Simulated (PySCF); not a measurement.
Predicted microwave data (PBE0/pcSseg-1 in PySCF (dipole) on a GFN2-xTB geometry, gas phase) for one isomer of C6H11NOSi:

| Property | Result |
| --- | --- |
| Rotational constants | A = 3097, B = 977.5, C = 787.9 MHz |
| Dipole components | \|μa\| = 1.72 D, \|μb\| = 3.41 D, \|μc\| = 0.04 D |
| Inertial defect | -38.72 u·Å² |
| κ | -0.84 |

Problem. Which structure is it? (One computed conformer of each.)
A. `[CH3:1][C:2](=[O:3])[NH:4][C@@H:5]1[CH:6]=[CH:7][CH2:8][SiH2:9]1` with C1–C2–N4–C5 180°, C2–N4–C5–C6 140°, N4–C5–C6–C7 -143°, C6–C7–C8–Si9 19°, C7–C8–Si9–C5 -25°, N4–C5–Si9–C8 150°
B. `[CH3:1][CH2:2][CH2:3][O:4][SiH2:5]/[CH:6]=[CH:7]/[C:8]#[N:9]` with C1–C2–C3–O4 180°, C2–C3–O4–Si5 180°, C3–O4–Si5–C6 180°, O4–Si5–C6–C7 0°
C. `[NH2:1][CH2:2][CH2:3][C:4]1=[CH:5][SiH2:6][CH:7]=[CH:8][O:9]1` with H–N1–C2–C3 59° and -60°, N1–C2–C3–C4 179°, C2–C3–C4–C5 98°

Solution. A. It is CC(=O)N[C@@H]1C=CC[SiH2]1, an asymmetric top, point group C1. The candidates at the same level (rigid rotor, commonest isotopes):

```json
{"SMILES": "CCCO[SiH2]/C=C/C#N", "A (MHz)": "2464", "B (MHz)": "517.4", "C (MHz)": "433.2", "μa (D)": "4.91", "μb (D)": "2.05", "μc (D)": "0.00", "Δ (u·Å²)": "-15.21", "point group": "Cs", "rotor": "near-prolate asymmetric top"}
{"SMILES": "CC(=O)N[C@@H]1C=CC[SiH2]1", "A (MHz)": "3097", "B (MHz)": "977.5", "C (MHz)": "787.9", "μa (D)": "1.72", "μb (D)": "3.41", "μc (D)": "0.04", "Δ (u·Å²)": "-38.72", "point group": "C1", "rotor": "asymmetric top"}
{"SMILES": "NCCC1=C[SiH2]C=CO1", "A (MHz)": "3171", "B (MHz)": "718.8", "C (MHz)": "626.1", "μa (D)": "0.30", "μb (D)": "0.13", "μc (D)": "1.18", "Δ (u·Å²)": "-55.33", "point group": "C1", "rotor": "near-prolate asymmetric top"}
```

`NCCC1=C[SiH2]C=CO1` has B 26 % too low; `CCCO[SiH2]/C=C/C#N` has B 47 % too low. No structure here is proved a minimum.
